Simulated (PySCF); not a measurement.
Heptafluoropropyl bromide, C3BrF7.
Geometry (PBE0-D3(BJ)/def2-SVP, Å), atoms numbered from 1 in this order:
```xyz
11
C3BrF7 angstrom
F     -2.3554    0.1241   -0.5985
C     -1.3401    0.0428    0.2470
F     -1.4006    1.0601    1.0907
F     -1.4352   -1.0902    0.9249
C     -0.0186    0.0908   -0.5636
F      0.0480    1.2915   -1.1422
F     -0.0808   -0.8569   -1.4999
C      1.2589   -0.1347    0.2816
F      1.2378   -1.3579    0.7939
F      1.2929    0.7478    1.2728
Br     2.8302    0.0712   -0.8249
```

The calculation used TDDFT wB97X-D/def2-SVPD, vertical, gas phase, core orbitals frozen in the response (PySCF). The wB97X-D/def2-SVPD calculation is non-relativistic and has no spin–orbit coupling, an omission that weighs most on bromine.

Ground-to-excited transition dipoles (e·a0, same axes as the geometry; the sign carries no meaning), for the states with f of 0.002 or more among the lowest 9:

```
state  E (hartree)      μx      μy      μz
   S3       0.3098  -0.985  -0.053   0.401
   S4       0.3312   0.024  -0.687  -0.071
   S5       0.3334  -0.380   0.049  -0.603
   S7       0.3483   0.324   0.019  -0.096
   S9       0.3600   0.589  -0.021  -0.036
```

(1) Work out the oscillator strengths.

(2) What angle do the transition dipoles of S3 and S7 make?

(3) How is the summed strength of these states shared among x, y and z?

(4) What peak molar absorption coefficient would the strongest computed level give as a lone Gaussian band 0.3 eV wide at half height?

## Answers

(1) f = (2/3) ΔE |μ|² with ΔE in hartree (27.2114 eV).

```
state  |μ|² (au)  |μ| (D)      f
   S3      1.134     2.71  0.234
   S4      0.478     1.76  0.106
   S5      0.510     1.82  0.113
   S7      0.115     0.86  0.027
   S9      0.349     1.50  0.084
```

(2) |cos θ| = |μa·μb| / (|μa| |μb|) = 1.00, so θ ≈ 6° (taken between 0 and 90°, since the signs are arbitrary).

(3) (2/3) Σ ΔE μα² gives 0.340 for x, 0.106 for y and 0.118 for z, 0.564 in all.

(4) ε(max) = 2.175×10⁸ f / FWHM, with the width in cm⁻¹. S3: 2.175×10⁸ × 0.2341 / 2420 ≈ 21000 L mol⁻¹ cm⁻¹.

One conformer stands for the species.
